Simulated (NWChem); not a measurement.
Species: C₄H₇O₂, doublet; SMILES C[CH]OC(C)=O

```xyz
13

C      0.2387    -2.6179     0.0327
C     -0.4021    -1.3045     0.2293
O      0.4151    -0.2234     0.0583
C     -0.1340     1.0170     0.0217
C      0.9316     2.0620    -0.1096
O     -1.3152     1.2132     0.1003
H     -0.4338    -3.4229     0.3607
H      0.4955    -2.8097    -1.0289
H      1.1784    -2.6949     0.6049
H     -1.4736    -1.1053     0.1774
H      1.6203     1.8104    -0.9284
H      1.5259     2.0994     0.8163
H      0.4664     3.0383    -0.2847
```
Atoms are numbered in this order, from 1.

Level: PBE0/def2-SVP, spin-unrestricted (NWChem), optimised geometry, unscaled harmonic frequencies. 

```tsv
frequency (cm⁻¹)	IR intensity (km/mol)
53	0.7
88	0.1
128	1.3
185	5.1
211	4.3
379	12.3
416	9.3
449	11.4
599	2.3
660	10.8
874	14.5
985	3.2
990	2.9
1020	22.2
1044	10.3
1153	4.3
1212	24.9
1288	404.5
1353	27.4
1385	139.2
1426	5.6
1436	10.2
1439	21.2
1445	8.0
1455	7.2
1890	303.3
2998	28.1
3078	0.5
3093	11.6
3167	5.9
3170	1.1
3218	1.4
3252	1.7
```

```yaml
zero_point_energy: 65.1 kcal/mol
thermal correction to the enthalpy at 298.15 K (with zero-point energy): 70.5 kcal/mol
heat capacity Cv: 25.1 cal/(mol K)
"entropy at 298.15 K and 1 atm (symmetry number 1, electronic part: spin degeneracy alone)": 87.3 cal/(mol K)
dipole_moment: 2.04 D
```

Rigid rotor and harmonic oscillator; modes under 100 cm⁻¹ make the entropy uncertain.
